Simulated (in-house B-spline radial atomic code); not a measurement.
A run on Zr⁻ that did not converge. Method: scalar-relativistic (X2C) CAM-B3LYP, spin-polarised, spherical fractional occupations, Fermi nucleus of rms radius 4.2694 fm; computed with a B-spline radial code for spherical atoms.

Command:
```bash
python run_scf.py task.json out
```
Settings (nuclear radius in fm, mass in u):
```
Z                40
configuration    [Kr] 4d3 5s2
hamiltonian      x2c
method           camb3lyp
spin_polarised   True
nucleus          fermi
rms_radius       4.2694
atomic_mass      89.9047
speed_of_light   137.035999084
```

First and last ten iterations of the last attempt (damped for 15 steps, keeping 80 % of the old Fock matrix, then DIIS):
```
 iter        energy (Eh)    residual
    1       -3596.589515    4.17e-01
    2       -3596.816743    1.58e-01
    3       -3597.614568    9.60e-02
    4       -3598.012800    5.77e-02
    5       -3598.210516    3.71e-02
    6       -3598.307712    2.63e-02
    7       -3598.354474    1.75e-02
    8       -3597.395046    5.39e-02
    9       -3598.278710    3.03e-02
   10       -3598.336749    2.12e-02
  111       -3597.346161    5.86e-02
  112       -3598.373288    9.39e-03
  113       -3597.303206    6.04e-02
  114       -3597.303159    6.04e-02
  115       -3597.307237    6.03e-02
  116       -3597.308436    6.03e-02
  117       -3597.307676    6.03e-02
  118       -3597.304950    6.04e-02
  119       -3598.371701    9.98e-03
  120       -3597.285625    6.04e-02
 not converged after 120 iterations
```

The smallest residual met was 6.6e-03; the threshold is about 4e-07. No energy from this run should be used.Radii and densities under X2C are those of the two-component orbitals, without the picture-change correction, which makes inner s shells of heavy atoms about 5 % too small.
